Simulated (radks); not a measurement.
Results of a calculation; reference values are marked as such.
Neutral scandium inside a hard spherical wall (all orbitals vanish at R), configuration held at [Ar] 3d1 4s2 and not refilled when levels cross. Code: a radial shooting solver on a logarithmic mesh with Libxc functionals. Model: scalar-relativistic Kohn-Sham, LDA (Slater exchange, Perdew-Wang correlation), spin-unpolarised, spherical densities, finite nucleus; Fermi nuclear charge, rms radius 3.5459 fm. Eigenvalues in eV, with the zero of energy where the potential of the charges vanishes at infinity; a dash marks a level that is unbound or too diffuse for the functional's potential to be trusted. A positive occupied level is held by the wall or, in an anion where self-interaction has pushed it up, behind a barrier. The pressure on the wall is -dE/dV.

| R (bohr) | E (hartree) | kinetic (hartree) | e(3s) | e(3p) | e(4s) | e(3d) | e(4p, empty) | e(5s, empty) | pressure (GPa) |
|---|---|---|---|---|---|---|---|---|---|
| free | -762.31844 | 767.646 | -54.714 | -33.567 | -4.292 | -3.426 | -1.520 | -0.071 | 0 |
| 15 | -762.31843 | 767.646 | -54.713 | -33.566 | -4.292 | -3.425 | -1.515 | 0.324 | < 0.0001 |
| 12 | -762.31828 | 767.648 | -54.697 | -33.551 | -4.280 | -3.411 | -1.474 | 0.952 | 0.00266 |
| 10 | -762.31715 | 767.658 | -54.614 | -33.468 | -4.216 | -3.336 | -1.326 | 2.099 | 0.0315 |
| 7 | -762.29061 | 767.811 | -53.669 | -32.535 | -3.374 | -2.484 | 0.074 | 8.370 | 1.34 |
| 6 | -762.24235 | 768.026 | -52.631 | -31.517 | -2.250 | -1.539 | 1.723 | 14.325 | 4.99 |
| 5 | -762.10673 | 768.532 | -50.710 | -29.646 | 0.372 | 0.279 | 5.320 | 26.017 | 20.7 |
| 4 | -761.68956 | 769.898 | -47.104 | -26.155 | 7.237 | 4.001 | 14.089 | 51.656 | 106 |
| 2 | -750.32504 | 803.365 | -8.926 | 14.043 | 134.37 | 50.446 | 148.86 | 364.58 | 14000 |
| 1.5 | -726.35042 | 863.185 | 50.854 | 77.140 | 335.86 | 113.09 | 343.90 | 775.31 | 91100 |
